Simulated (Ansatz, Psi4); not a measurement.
Intermolecular potential of H4O4Si ··· H3N (SMILES O[Si](O)(O)O and N). Monomers: optimised at B3LYP-D3(BJ) (def2-TZVP), held rigid. Orientation: a higher rigid-body minimum at GFN2-xTB. R is the distance of the centres of mass, along which the second monomer moves.

Geometry at R = 3.83 Å (first 9 atoms: monomer A):
```
13

O      0.7240     1.2020    -0.8400
Si     0.0002     0.0000     0.0001
O     -1.0581     0.7191     1.0186
O     -0.6546    -1.0097    -1.1072
O      0.9894    -0.9122     0.9295
H      0.9093     2.0181    -0.3689
H     -1.3610     0.2062     1.7720
H     -1.0312    -0.6123    -1.8963
H      1.4820    -1.6112     0.4922
N      1.1785     3.5456     0.5634
H      2.0838     3.6579     1.0051
H      0.9568     4.4207     0.1025
H      0.4969     3.4121     1.3016
```

Methods: PBE/def2-TZVP, counterpoise-corrected (Psi4); PBE-D3(BJ)/def2-TZVP, counterpoise-corrected (Psi4); PBE0/def2-TZVP, counterpoise-corrected (Psi4); CCSD(T)/aug-cc-pVDZ = CCSD(T) on RHF/aug-cc-pVDZ, frozen core, counterpoise-corrected (Ansatz, a program for electronic structure).

Interaction energies in kcal/mol; the last columns give the difference from CCSD(T):

| R / Å | PBE/def2-TZVP | PBE-D3(BJ)/def2-TZVP | PBE0/def2-TZVP | CCSD(T)/aug-cc-pVDZ | PBE/def2-TZVP − CCSD(T)/aug-cc-pVDZ | PBE-D3(BJ)/def2-TZVP − CCSD(T)/aug-cc-pVDZ | PBE0/def2-TZVP − CCSD(T)/aug-cc-pVDZ |
|---|---|---|---|---|---|---|---|
| 3.47 | -3.00 | -4.40 | -3.18 | -0.57 | -2.42 | -3.83 | -2.60 |
| 3.59 | -6.24 | -7.55 | -6.34 | -4.34 | -1.91 | -3.21 | -2.00 |
| 3.83 | -8.54 | -9.64 | -8.50 | -7.34 | -1.20 | -2.30 | -1.16 |
| 3.99 | -8.48 | -9.45 | -8.37 | -7.54 | -0.93 | -1.90 | -0.82 |
| 4.22 | -7.49 | -8.30 | -7.33 | -6.81 | -0.68 | -1.49 | -0.52 |
| 4.55 | -5.61 | -6.21 | -5.44 | -5.15 | -0.46 | -1.06 | -0.29 |
| 4.79 | -4.36 | -4.84 | -4.22 | -4.02 | -0.34 | -0.82 | -0.19 |
| 5.29 | -2.49 | -2.77 | -2.40 | -2.31 | -0.18 | -0.47 | -0.09 |
| 6.04 | -1.09 | -1.22 | -1.07 | -1.03 | -0.06 | -0.18 | -0.03 |
| 7.07 | -0.40 | -0.44 | -0.40 | -0.40 | 0.00 | -0.04 | 0.00 |
| 8.35 | -0.15 | -0.16 | -0.16 | -0.15 | 0.00 | -0.01 | 0.00 |

PBE/def2-TZVP is furthest from CCSD(T)/aug-cc-pVDZ at 3.47 (-2.42 kcal/mol, below); its mean absolute difference over the points is 0.75 kcal/mol.

PBE-D3(BJ)/def2-TZVP is furthest from CCSD(T)/aug-cc-pVDZ at 3.47 (-3.83 kcal/mol, below); its mean absolute difference over the points is 1.39 kcal/mol.

PBE0/def2-TZVP is furthest from CCSD(T)/aug-cc-pVDZ at 3.47 (-2.60 kcal/mol, below); its mean absolute difference over the points is 0.70 kcal/mol.
